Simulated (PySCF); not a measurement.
C6H8N2, SMILES c1cc(N)ccc1N.

Geometry: PBE0-D3(BJ)/def2-SVP. Other conformers were not sampled.

Calculation: PySCF with TDA-CAM-B3LYP/def2-SVPD.

Vertical excitations. Isolated molecule, no solvent. State labels are in the subgroup C2h.

Computed UV-visible absorptions:
| state | symmetry | energy (eV) | λ (nm) | f | main pairs |
|---|---|---|---|---|---|
| S1 | Au | 4.47 | 277 | 0.065 | HOMO→LUMO 89 % |
| S2 | Ag | 5.15 | 241 | 0.000 | HOMO→LUMO+2 94 % |
| S3 | Bu | 5.23 | 237 | 0.058 | HOMO→LUMO+1 85 % |
| S4 | Bu | 5.63 | 220 | 0.233 | HOMO→LUMO+3 79 % |
| S5 | Au | 5.82 | 213 | 0.000 | HOMO→LUMO+4 96 % |
| S6 | Ag | 6.17 | 201 | 0.000 | HOMO→LUMO+5 94 % |
| T1 | Au | 3.35 | 371 | 0 | HOMO→LUMO 97 % |
| T2 | Bu | 3.65 | 340 | 0 | HOMO→LUMO+3 42 %, HOMO→LUMO+1 40 %, HOMO−1→LUMO 13 % |
Triplets are in the Tamm–Dancoff approximation.
